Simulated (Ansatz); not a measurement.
Geometry optimisation, Ansatz 0.2.0, UKS PBE0-D4/def2-SVP.

Input file:

```yaml
crystal:
  periodic: [false, false, false]
  atoms:
    - { symbol: C, position_ang: [-0.44787, 1.14823, 0.09581] }
    - { symbol: B, position_ang: [0.06417, -0.16654, -0.01588] }
    - { symbol: C, position_ang: [0.57083, -1.46858, -0.12476] }
    - { symbol: S, position_ang: [1.14406, -2.92674, -0.24338] }
    - { symbol: H, position_ang: [-1.44336, 1.43418, -0.20974] }
    - { symbol: H, position_ang: [0.11217, 1.97946, 0.49795] }
magnetization:
  spin_polarized: true
  initial_magnetization: 1
basis:
  gaussian: { orbitals: def2-SVP }
hamiltonian:
  xc: pbe0
  dispersion: d4
relax:
  f_tol: 0.02
  max_steps: 50
```

Run as:

```bash
$ ansatz run input.yaml --threads 2 --pin off --max-ram 3072MiB --backend cpu --events-out ev --progress --plain --runs-dir out
```

**Question.** Where does it end, and by what steps?

**Answer.** The run converged. After 4 steps the energy has fallen by 0.027 eV; H5 moved furthest, 0.03 Å.

```tsv
step	energy less start (eV)	largest force component (eV/Å)	accepted
0	0.0000	1.442	yes
1	-0.0214	0.583	yes
2	0.0624	1.106	no
3	-0.0267	0.032	yes
4	-0.0268	0.014	yes
```

```xyz
6
Properties=species:S:1:pos:R:3
C -0.451 1.156 0.097
B 0.062 -0.159 -0.013
C 0.577 -1.478 -0.124
S 1.140 -2.923 -0.246
H -1.465 1.420 -0.222
H 0.136 1.984 0.507
```

Whether the end is a true minimum wasn't checked by a vibrational analysis.

Run time: 12 s on 2 threads of Arm Neoverse V1 (shared host), peak memory 0.17 GiB.
